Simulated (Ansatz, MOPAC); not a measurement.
Species: CH4BO3, charge 0, multiplicity 2. SMILES: O(C)B([O])O

Atoms: C1, O2, B3, O4, O5, H6, H7, H8, H9. Bonds: C1-O2, C1-H6, C1-H7, C1-H8, O2-B3, B3-O4, B3-O5, O5-H9.

Bond lengths (Å) and angles (degrees) optimised at AM1 with MOPAC; PM3 with MOPAC; PM6 with MOPAC; HF/STO-3G with Ansatz (an electronic-structure program); B3LYP/LANL2DZ with Ansatz; MP2/6-31G* with Ansatz, each started from the B3LYP-D3(BJ)/def2-TZVP structure (Ansatz) of the last column. A row stands for all coordinates that are equal there; 11 of 15 kinds are shown. 6-31G* holds six Cartesian d functions. No wavenumbers were computed at PM6, HF/STO-3G, B3LYP/LANL2DZ, MP2/6-31G*, so these may be saddle points.

```
coordinate             AM1             PM3             PM6       HF/STO-3G   B3LYP/LANL2DZ      MP2/6-31G*  B3LYP-D3(BJ)/def2-TZVP
----------  --------------  --------------  --------------  --------------  --------------  --------------  ----------------------
C1-O2                1.430           1.406           1.435           1.429           1.460           1.434                   1.428
C1-H6                1.116           1.095           1.096           1.094           1.096           1.092                   1.091
C1-H8                1.119           1.095           1.099           1.093           1.092           1.090                   1.088
O2-B3                1.358           1.392           1.381           1.360           1.358           1.359                   1.351
B3-O4       1.336 to 1.353  1.359 to 1.382  1.382 to 1.393  1.365 to 1.399  1.388 to 1.403  1.376 to 1.390                   1.374
O5-H9                0.962           0.946           0.948           0.982           0.973           0.970                   0.963
C1-O2-B3             116.0           120.1           116.6           117.3           124.2           118.3                   120.7
O2-B3-O4             116.8           109.5           118.2           117.3           120.4           117.9                   119.6
O2-B3-O5             121.2           123.3           122.0           121.9           122.4           122.5                   122.6
O4-B3-O5             122.0           127.2           119.9           120.8           117.2           119.7                   117.8
O2-C1-H6             110.2           112.0           110.1           112.0           110.3           110.8                   110.9
```

A range marks coordinates that this level makes unequal.

Mean signed difference of all 8 bond lengths from B3LYP-D3(BJ)/def2-TZVP: AM1 0.004 Å, PM3 0.001 Å, PM6 0.009 Å, HF/STO-3G 0.007 Å, B3LYP/LANL2DZ 0.013 Å, MP2/6-31G* 0.005 Å.
